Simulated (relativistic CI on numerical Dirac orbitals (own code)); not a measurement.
**Kr: calculation against measurement**

Method of calculation: Dirac-Coulomb-Breit CI, separate exchange-only KLI orbitals for each configuration, a model potential for QED, valence Slater integrals scaled by 0.85, P86 correlation energy added to each configuration (own radial code, finite nucleus).

Configuration list (outside the closed core [Ar] 3d10 4s2): 4p6, 4p5 5s, 4p5 5p, 4p5 4d, 4p5 6s, 4p5 6p, 4p5 5d, 4p5 7s, 4p5 4f, 4p5 7p, 4p5 6d, 4p5 5f, 4p5 5g, 4p5 7d. Double excitations out of closed p, d and f shells are left out; levels of such configurations are missing from the list, as are those of other unlisted configurations, and high levels can miss mixing partners.

```
Configuration  Term (tabulated)  J  Measured (cm⁻¹)  Computed  Error  Purity (%)
          4p6                1S  0              0.0         0      0         100
       4p5 5s           2[3/2]°  2          79971.7     80649    677          99
       4p5 5s           2[3/2]°  1          80916.8     81623    707          51
       4p5 5s           2[1/2]°  0          85191.6     85973    782          99
       4p5 5s           2[1/2]°  1          85846.7     86632    785          51
       4p5 5p            2[1/2]  1          91168.5     90916   -253          81
       4p5 5p            2[5/2]  3          92294.4     91824   -470         100
       4p5 5p            2[5/2]  2          92307.4     91894   -413          51
       4p5 5p            2[3/2]  1          92964.4     92461   -504          53
       4p5 5p            2[3/2]  2          93123.3     92579   -545          76
       4p5 5p            2[1/2]  0          94092.9     93607   -486          51
       4p5 5p            2[3/2]  1          97595.9     97229   -367          75
       4p5 4d           2[7/2]°  4          97797.3     97997    199          99
       4p5 5p            2[1/2]  1          97919.1     97479   -440          60
       4p5 5p            2[3/2]  2          97945.2     97514   -431          45
       4p5 5p            2[1/2]  0          98855.1     98462   -393          53
       4p5 6s           2[3/2]°  2          99626.9     99561    -66          94
```

Measured levels from NIST Handbook of Basic Atomic Spectroscopic Data (Sansonetti and Martin, J. Phys. Chem. Ref. Data 34, 1559 (2005)); pairs were made by configuration, J and term (by order where the table uses no LS term), so strongly mixed levels may be paired wrongly.

Mean error by configuration (cm⁻¹): 4p5 5s 738; 4p5 5p -430; 4p5 4d 199; 4p5 6s -66. Over the excited levels the mean absolute error is 470 cm⁻¹ (16 of the 18 excited levels that our extract of the source holds in range could be paired, and the others can miss by more), and the median relative error of those above 1,000 cm⁻¹ is 0.48 %.

Transition probabilities of persistent lines. The last column rescales the computed rate by the cube of measured over computed energy:

```tsv
λ measured (Å)	Lower	Upper	A tabulated (s⁻¹)	A computed	A rescaled
1164.87 vacuum	4p6 1S_0	4p5 5s 2[1/2]°_1	3.16e+08	3.39e+08	3.30e+08
1235.84 vacuum	4p6 1S_0	4p5 5s 2[3/2]°_1	3.12e+08	3.33e+08	3.25e+08
5570.29 air	4p5 5s 2[3/2]°_2	4p5 5p 2[1/2]_1	2.10e+06	8.62e+05	1.05e+06
5870.92 air	4p5 5s 2[3/2]°_1	4p5 5p 2[3/2]_2	1.80e+06	1.35e+06	1.66e+06
8104.37 air	4p5 5s 2[3/2]°_2	4p5 5p 2[5/2]_2	1.30e+07	9.03e+06	1.19e+07
8112.90 air	4p5 5s 2[3/2]°_2	4p5 5p 2[5/2]_3	3.60e+07	3.43e+07	4.59e+07
8190.06 air	4p5 5s 2[3/2]°_1	4p5 5p 2[3/2]_2	1.10e+07	7.88e+06	1.09e+07
8263.24 air	4p5 5s 2[1/2]°_1	4p5 5p 2[3/2]_2	3.50e+07	3.06e+07	4.20e+07
8298.11 air	4p5 5s 2[3/2]°_1	4p5 5p 2[3/2]_1	3.20e+07	2.70e+07	3.71e+07
8508.87 air	4p5 5s 2[1/2]°_1	4p5 5p 2[3/2]_1	2.40e+07	1.61e+07	2.20e+07
8776.75 air	4p5 5s 2[3/2]°_1	4p5 5p 2[5/2]_2	2.70e+07	2.03e+07	2.77e+07
```
